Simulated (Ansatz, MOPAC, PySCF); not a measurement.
System: bromo(fluoro)methane, CH2BrF (charge 0, singlet). SMILES: C(F)Br
Coordinates optimised at B3LYP-D3(BJ)/def2-TZVP (Ansatz, a quantum-chemistry and plane-wave program):
```xyz
5

F     -1.8086     0.8720    -0.1203
C     -1.1928    -0.3299     0.0514
Br     0.7524    -0.1183     0.0147
H     -1.4463    -0.7339     1.0269
H     -1.4520    -0.9932    -0.7682
```

Unscaled harmonic wavenumbers (cm⁻¹) in rising order, each level at the stationary point that it reaches from this structure (no distance between atoms moves by over 0.3 Å); the order of modes can differ between levels, and a negative number is imaginary. B3LYP-D3(BJ)/def2-TZVP (PySCF, at the structure above): 307, 628, 939, 1075, 1247, 1335, 1496, 3096, 3179.

AM1 (MOPAC): 349, 640, 826, 1210, 1238, 1366, 1444, 3017, 3064. Zero-point energy 18.8 against 19.0 kcal/mol; where all levels lie over 400 cm⁻¹, the wavenumbers are on average 0.993 times those of B3LYP-D3(BJ)/def2-TZVP.

PM3 (MOPAC): 400, 661, 892, 1046, 1151, 1276, 1518, 3037, 3039. Zero-point energy 18.6 against 19.0 kcal/mol; where all levels lie over 400 cm⁻¹, the wavenumbers are on average 0.976 times those of B3LYP-D3(BJ)/def2-TZVP.

PM7 (MOPAC): 299, 677, 911, 1143, 1253, 1296, 1412, 2613, 2672. Zero-point energy 17.6 against 19.0 kcal/mol; where all levels lie over 400 cm⁻¹, the wavenumbers are on average 0.964 times those of B3LYP-D3(BJ)/def2-TZVP.

HF/6-31G* with LANL2DZ past Ar (Ansatz): 321, 635, 1027, 1238, 1373, 1475, 1654, 3339, 3436. Zero-point energy 20.7 against 19.0 kcal/mol; where all levels lie over 400 cm⁻¹, the wavenumbers are on average 1.091 times those of B3LYP-D3(BJ)/def2-TZVP.
